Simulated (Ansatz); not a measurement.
```yaml
crystal:
  periodic: [false, false, false]
  atoms:
    - {symbol: B, position_ang: [-0.441106, 1.229603, -0.204456]}
    - {symbol: O, position_ang: [0.081774, 0.498132, 0.807459]}
    - {symbol: C, position_ang: [0.344471, -0.859357, 0.524734]}
    - {symbol: S, position_ang: [0.829127, -1.055930, -1.209978]}
    - {symbol: S, position_ang: [-0.438625, 0.470521, -1.841234]}
    - {symbol: H, position_ang: [-0.901787, 2.308646, -0.011497]}
    - {symbol: H, position_ang: [-0.556497, -1.441202, 0.738869]}
    - {symbol: H, position_ang: [1.174643, -1.207412, 1.140404]}
basis:
  gaussian: {orbitals: ANO-RCC-VTZP}
hamiltonian: {xc: {name: B97M-V}, pseudopotentials: {relativity: none}}
scf: {lower_state_search: full}
kpoints: {mp_grid: {grid: [2, 2, 2]}}
```

```sh
$ ansatz run in.yaml --threads 2 --pin off --events-out ev --progress --plain --max-ram 4352MiB
```

It prints (some lines left out):

```
Error: invalid value for `basis.gaussian`: such a run doesn't read kpoints; remove what it names
```

Problem. What is wrong with this run?

Solution. The input holds a key that doesn't belong there. The program refused the input.
